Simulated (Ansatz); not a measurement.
Total energies of C$_{5}$H$_{13}$In, SMILES `C[CH2][InH][CH](C)C`.

```xyz
19

C    -0.648    2.243    1.376
C    -1.593    1.868    0.242
In   -0.967    0.250   -1.068
C     0.827   -0.967   -0.769
C     1.459   -0.809    0.607
C     0.552   -2.431   -1.092
H    -0.469    1.405    2.053
H    -1.044    3.067    1.980
H     0.329    2.563    1.004
H    -1.788    2.729   -0.405
H    -2.573    1.576    0.635
H    -1.958   -0.116   -2.456
H     1.531   -0.582   -1.519
H     1.729    0.227    0.826
H     0.786   -1.143    1.403
H     2.372   -1.413    0.693
H     0.141   -2.565   -2.095
H    -0.157   -2.875   -0.386
H     1.472   -3.028   -1.029
```

Charge 0, multiplicity 1. Correlated methods include outer-core shells of In, which these sets cover unevenly. In: def2 effective core potential. All single points use the PBE0-D4/def2-TZVP geometry. It is one conformer, not always the lowest. Basis def2-TZVPP, the Gaussian-basis code of Ansatz.

RPA on PBE orbitals: Hartree–Fock energy of these orbitals -386.08075 Eh, correlation -1.94813 Eh (frozen core).

```csv
functional,energy without D4 (Eh),D4 term (kJ/mol)
LDA (SPW92),-386.30359,–
PBE,-388.23981,-38.9
revPBE,-388.51679,-115.7
BLYP,-388.35488,-83.6
r2SCAN,-388.47310,-10.3
B97M-V,-388.54110,–
PBE0,-388.28103,-33.2
B3LYP,-388.61374,-62.0
r2SCAN0,-388.42537,-12.0
HSE06 (plane-wave form),-388.26643,-31.1
CAM-B3LYP,-388.38735,-33.9
ωB97X-V,-388.45849,–
ωB97M-V,-388.35085,–
B2PLYP,-388.11833,–
```

(1) Give the same for r2SCANh, BHLYP, LC-ωPBE, PBE-QIDH. (Best estimate.)

B3LYP takes the VWN-RPA correlation (the form of Gaussian; ORCA's B3LYP/G). HSE06 is the plane-wave form, built on full-range PBE exchange. The double hybrids freeze the cores in their second-order part.

Results:

(1) The calculation gave: 
```
functional  energy without D4 (Eh)  D4 term (kJ/mol)
   r2SCANh              -388.45337             -10.9
     BHLYP              -388.31699             -48.6
   LC-ωPBE              -388.44570                 –
  PBE-QIDH              -388.05358                 –
```

LC-ωPBE has ω = 0.4 bohr⁻¹.
